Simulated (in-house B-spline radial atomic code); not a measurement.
A run on Li- that did not converge. Method: non-relativistic r2SCAN0, spin-polarised, spherical fractional occupations, exact exchange averaged over the configuration, point nucleus; computed with an all-electron radial atomic-structure program (B-spline basis).

Command:
```bash
python run_scf.py task.json out
```
Settings:
```
Z                3
configuration    [He] 2s2
hamiltonian      nr
method           r2scan0
spin_polarised   True
exact_exchange   averaged over the configuration
```

First and last ten iterations of the last attempt (damped for 15 steps, keeping 80 % of the old Fock matrix, then DIIS):
```
 iter        energy (Eh)    residual
    1          -7.318284    7.74e-03
    2          -7.454994    1.41e-02
    3          -7.478333    1.20e-02
    4          -6.751013    5.88e-02
    5          -7.486778    8.46e-03
    6          -6.637442    7.53e-02
    7          -6.775850    6.92e-02
    8          -7.489617    1.07e-02
    9          -5.976995    7.89e-02
   10          -6.011750    7.33e-02
  111          -6.855023    1.11e-01
  112          -6.855359    1.11e-01
  113          -6.854455    1.11e-01
  114          -6.854851    1.11e-01
  115          -6.851828    1.11e-01
  116          -6.841942    1.10e-01
  117          -6.843841    1.10e-01
  118          -6.776304    1.07e-01
  119           2.077513    5.04e-01
  120           2.141430    3.64e-01
 not converged after 120 iterations
```

The smallest residual met was 2.9e-04; the threshold is about 1e-07. No energy from this run should be used. Time taken, with all properties: 0.81 s on 1 thread of Arm Neoverse V2 (shared host).
